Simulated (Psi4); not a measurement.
Psi4 input (wB97X-D/6-31G*):

```
memory 1500 MB

molecule {
0 1
O     2.54337900   -0.20297200   -0.22127000
C     1.48526200   -0.19671800    0.35406600
C     0.22251500    0.30545100   -0.21721700
C    -0.80071800    0.97960800    0.70474400
C    -1.07115200   -0.36433900    0.17244000
F    -2.01079400   -0.49614300   -0.81379400
H     1.40286700   -0.58506400    1.39420100
H     0.27990600    0.67478800   -1.23219900
H    -1.34242300    1.80856600    0.27250200
H    -0.55526500    1.07743000    1.75418300
H    -1.05041200   -1.23066400    0.82142700
symmetry c1
no_reorient
no_com
}

set {
  basis 6-31G*
  reference rks
  scf_type pk
  dft_radial_points 99
  dft_spherical_points 590
  e_convergence 1e-8
  d_convergence 1e-7
  maxiter 150
}

e = energy('wb97x-d')
print_out(f'\nFINAL {e:.10f} DIPOLE {variable("CURRENT DIPOLE")[0]:.6f} {variable("CURRENT DIPOLE")[1]:.6f} {variable("CURRENT DIPOLE")[2]:.6f}\n')
```

From the output:

```
      78A      2.186262    79A      2.194983    80A      2.246973
      81A      2.261319    82A      2.339012    83A      2.380171
      84A      2.388871    85A      2.523774    86A      2.587205
      87A      2.647395    88A      2.727138    89A      2.771390
      90A      2.857909    91A      2.878856    92A      3.018059
      93A      3.086571    94A      3.163603    95A      3.949364
      96A      4.182135    97A      4.353643    98A      4.508697
      99A      4.586706   100A      4.644104

    Final Occupation by Irrep:
              A
    DOCC [    23 ]
    NA   [    23 ]
    NB   [    23 ]

  @RKS Final Energy:  -330.34195831630575

   => Energetics <=

    Nuclear Repulsion Energy =            223.4319168679827783
    One-Electron Energy =                -894.0945913071884661
    Two-Electron Energy =                 369.8920907066014365
    DFT Exchange-Correlation Energy =     -29.5672434968135605
    Empirical Dispersion Energy =          -0.0041310868879218
    VV10 Nonlocal Energy =                  0.0000000000000000
    Total Energy =                       -330.3419583163057496

Computation Completed

Properties will be evaluated at   0.000000,   0.000000,   0.000000 [a0]

Properties computed using the SCF density matrix

 Multipole Moments:

 ------------------------------------------------------------------------------------
     Multipole            Electronic (a.u.)      Nuclear  (a.u.)        Total (a.u.)
 ------------------------------------------------------------------------------------

 L = 1.  Multiply by 2.5417464519 to convert [e a0] to [Debye]
 Dipole X            :         -0.7518031            0.0000019           -0.7518012
 Dipole Y            :          0.2420231            0.0000094            0.2420326
 Dipole Z            :          0.7752979            0.0000113            0.7753092
 Magnitude           :                                                    1.1067471

 ------------------------------------------------------------------------------------

FINAL -330.3419583163 DIPOLE -0.751801 0.242033 0.775309

*** Psi4 exiting successfully. Buy a developer a beer!
```

The geometry given is a B3LYP-D3(BJ)/def2-TZVP minimum.
